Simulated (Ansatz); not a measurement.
Species: C₇H₁₃ (charge 0, doublet). It need not be the lowest isomer of its formula. 
Coordinates optimised at B3LYP-D3(BJ)/def2-TZVP (Ansatz, a program for electronic structure):
SMILES: C[C@H]1C[CH][C@@H](C)C1
```xyz
20

C     -2.4666    -0.1241    -0.8018
C     -1.2698    -0.2790     0.1367
C     -0.7841     0.9959     0.7512
C      0.7035     1.0845     0.7442
C      1.1615    -0.3333     0.3365
C      2.5263    -0.3880    -0.3327
C      0.0011    -0.8348    -0.5349
H     -2.7605    -1.0878    -1.2243
H     -2.2235     0.5496    -1.6266
H     -3.3300     0.2875    -0.2750
H     -1.5690    -0.9778     0.9366
H     -1.4407     1.7534     1.1576
H      1.1297     1.4073     1.7003
H      1.0576     1.8161    -0.0005
H      1.1897    -0.9469     1.2440
H      3.3078    -0.0003     0.3246
H      2.5315     0.2113    -1.2472
H      2.7965    -1.4113    -0.6027
H      0.0923    -0.4069    -1.5398
H     -0.0126    -1.9210    -0.6415
```
Charge 0, spin multiplicity 2.

Total electronic energies in hartree. Correlated levels leave the core frozen unless marked. UHF or UKS for open shells. No spin-orbit coupling. Non-relativistic. CBS marks a two-point X^-3 extrapolation of the correlation energy; Hartree-Fock from the larger set. The bracket is a focal-point correction in the basis named.

```tsv
level	program	energy (Eh)
HF/6-31G	Ansatz	-272.50063
HF/cc-pVDZ	Ansatz	-272.63064
PBE-D3(BJ)/def2-TZVPD	Ansatz + dftd3	-274.24493
PBE-D4/def2-TZVPD	Ansatz + dftd4	-274.24399
BLYP/def2-TZVPD	Ansatz	-274.44738
revPBE-D4/def2-TZVPD	Ansatz + dftd4	-274.58569
revPBE/def2-TZVPD	Ansatz	-274.52903
B97M-V/def2-TZVPD	Ansatz	-274.62854
PBE0/def2-SVP	Ansatz	-273.99476
PBE0/def2-QZVPP	Ansatz	-274.30057
BHLYP-D3(BJ)/def2-TZVPD	Ansatz + dftd3	-274.46476
LC-wPBE/def2-TZVPD	Ansatz	(withheld)
wB97X-V/def2-TZVPD	Ansatz	(withheld)
B2GP-PLYP-D4/def2-TZVPD	Ansatz + dftd4	-274.29427
PBE-QIDH/def2-TZVPD	Ansatz	-274.23593
RPA@PBE/cc-pVTZ	Ansatz	-274.62478
MP2/STO-3G	Ansatz	-269.75763
SCS-MP2/STO-3G	Ansatz	-269.79092
CCSD/STO-3G	Ansatz	-269.86760
CCSD/cc-pVDZ	Ansatz	-273.68691
CCSD(T)/6-31G	Ansatz	-273.21342
CCSD(T)/6-31G*	Ansatz	-273.61327
RI-MP2/CBS(cc-pVTZ,cc-pVQZ)+[CCSD(T)-MP2]/cc-pVTZ	Ansatz	-274.1472
```

Some entries are withheld; supply them.


- LC-wPBE/def2-TZVPD, energy (Eh): -274.45365
- wB97X-V/def2-TZVPD, energy (Eh): -274.54750
